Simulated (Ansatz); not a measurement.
Abridged output of a molecular run in Ansatz:

```
Functional definition: HF
  name "HF"
  cite "Fock, Z. Phys. 61, 126 (1930) doi:10.1007/BF01340294"
  parent pbe
  exchange = exact_x
  correlation = 0
1753 factors; integrals over basis functions are off by at most 1.0e-3 eV
mean field evaluation 1: about -25318.8053 eV, gradient 5.1e1 eV
mean field evaluation 2: about -25319.0612 eV, gradient 5.1e1 eV
mean field evaluation 4: about -25324.2637 eV, gradient 4.4e0 eV
mean field evaluation 8: about -25324.3433 eV, gradient 2.7e-1 eV
mean field -25324.34375869 eV, -930.6524676750 hartree, gradient 4.4e-6 eV, S^2 0.000000; 0 other end points of the search recorded, 0 dependent functions left out
14 core orbitals not correlated: weight in the atoms' cores, before any rotation towards them, 1.000 or more for the frozen orbitals, at most 0.000 for the correlated occupied ones
reference -25324.34375869 eV, -930.6524676750 hartree; 18, 18 occupied and 260, 260 virtual orbitals, 1753 factors
second order -29.71144918 eV of doubles, -0.00000000 eV of singles
cycle   1  -30.12553892 eV  change   -4.1e-1 eV  update   1.0e-1
cycle   2  -30.75356929 eV  change   -6.3e-1 eV  update   2.9e-2
cycle   3  -30.88698965 eV  change   -1.3e-1 eV  update   1.5e-2
cycle   4  -30.87436125 eV  change    1.3e-2 eV  update   3.4e-3
cycle   5  -30.87346460 eV  change    9.0e-4 eV  update   1.6e-3
cycle   6  -30.87421096 eV  change   -7.5e-4 eV  update   5.0e-4
cycle   7  -30.87388504 eV  change    3.3e-4 eV  update   2.1e-4
cycle   8  -30.87380988 eV  change    7.5e-5 eV  update   5.9e-5
cycle   9  -30.87382679 eV  change   -1.7e-5 eV  update   2.4e-5
perturbative correction -1.19030129 eV, -0.0437427657 hartree
Total energy: -25356.40788677 eV, -931.8308026483 hartree
```

Its atoms:

Z-matrix (Å, degrees):
```
C
C 1 1.508
Al 1 2.489 2 52.7
O 1 1.497 2 103.5 3 -9.7
H 1 1.090 2 115.8 3 -124.9
H 1 1.090 2 113.7 3 106.3
H 2 1.089 1 112.7 3 -117.1
H 2 1.089 1 112.9 3 118.2
O 3 1.707 1 111.9 2 109.0
Cl 3 2.120 1 127.6 2 -94.2
H 4 0.963 1 113.2 2 137.0
H 9 0.955 3 121.9 1 167.8
```

**Question.** Which basis set was used?
A. cc-pV(D+d)Z
B. def2-SVP
C. def2-TZVPP
D. cc-pV(Q+d)Z

**Answer.** C. It gives 292 functions.

**Question.** Write the keys of the input that set method, charge and spin (a neutral closed shell needs none for the last two).

**Answer.** 
```yaml
correlation: {method: ccsd_t}
```
